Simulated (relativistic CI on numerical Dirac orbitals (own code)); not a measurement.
**L2,3 absorption of manganese in several valence states**

Computed multiplet spectra 2p⁶3dⁿ → 2p⁵3dⁿ⁺¹ (Dirac-Coulomb-Breit ions, Slater integrals scaled by 0.8, an assumed crystal field that grows with the charge, no charge transfer; 300 K; Lorentzian 0.4 eV and Gaussian 0.3 eV FWHM at both edges, so that L2 comes out sharper than in experiment). Peaks over 5 % are given in eV from the highest peak in the L3 region of each spectrum (height, largest 100). S of the lowest state is read from ⟨S²⟩, and the branching ratio is the share of L3, cut at the minimum between the edges.

Field parameters in Wybourne normalisation: Oh B⁴₀ = 21Dq, B⁴₄ = √(5/14) B⁴₀. The field is a parameter set, without covalency.

- Mn²⁺ (d5, Oh, 10Dq = 17700 cm⁻¹): S = 2.50, high spin, branching ratio 0.77; peaks -2.2 (42), 0.0 (100), 1.3 (23), 3.1 (7), 4.2 (5), 8.8 (14), 11.0 (17), 12.2 (13)
- Mn³⁺ (d4, Oh, 10Dq = 22900 cm⁻¹): S = 1.25, low spin, branching ratio 0.69; peaks -3.6 (34), -2.0 (52), -0.7 (86), 0.0 (100), 0.9 (82), 7.9 (25), 8.9 (50), 9.9 (50), 11.7 (18), 12.5 (13), 13.6 (7)
- Mn⁴⁺ (d3, Oh, 10Dq = 28050 cm⁻¹): S = 1.50, branching ratio 0.58; peaks -3.7 (37), -1.8 (50), -0.4 (73), 0.0 (75), 0.8 (67), 1.2 (68), 4.3 (10), 4.9 (9), 6.4 (9), 8.0 (43), 9.1 (100), 10.3 (34), 11.3 (34), 11.8 (41)
- Mn⁵⁺ (d2, Oh, 10Dq = 33200 cm⁻¹): S = 1.00; peaks -7.2 (8), -6.6 (10), -4.5 (41), -3.1 (31), -2.2 (30), 0.0 (100), 0.8 (86), 1.7 (55), 3.2 (40), 4.2 (35), 6.1 (23), 7.2 (35), 7.8 (43), 8.8 (70), 10.5 (75), 11.4 (61), 13.3 (12)

The centroid of the whole edge, which also moves with the branching ratio, lies at 645.3 (Mn²⁺), 648.5 (Mn³⁺), 653.2 (Mn⁴⁺), 657.8 (Mn⁵⁺) eV in this ionic model, in steps of 3.2 to 4.7 eV. Compounds show about 1 to 2 eV a unit and lower energies for the high valences, since ligands screen the charge. The multiplet shape follows the d count and the spin state, and so serves as a fingerprint of valence. Mn³⁺ lies at a spin crossover.
